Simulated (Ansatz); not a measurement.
A geometry relaxed with B3LYP-D3(BJ)/def2-TZVP in Ansatz (a program for electronic structure), charge 0, multiplicity 1:

```xyz
7

C     -1.2773     0.6655     0.3835
B     -0.0843     0.0436     0.0248
H      1.8368    -1.4247     0.3565
B      1.2883    -0.6713    -0.3871
H     -1.7627     0.4944     1.3387
H     -1.7957     1.3596    -0.2697
H      1.7949    -0.4671    -1.4468
```

**Question.** Write the SMILES of this molecule.

**Answer.** `BB=C`
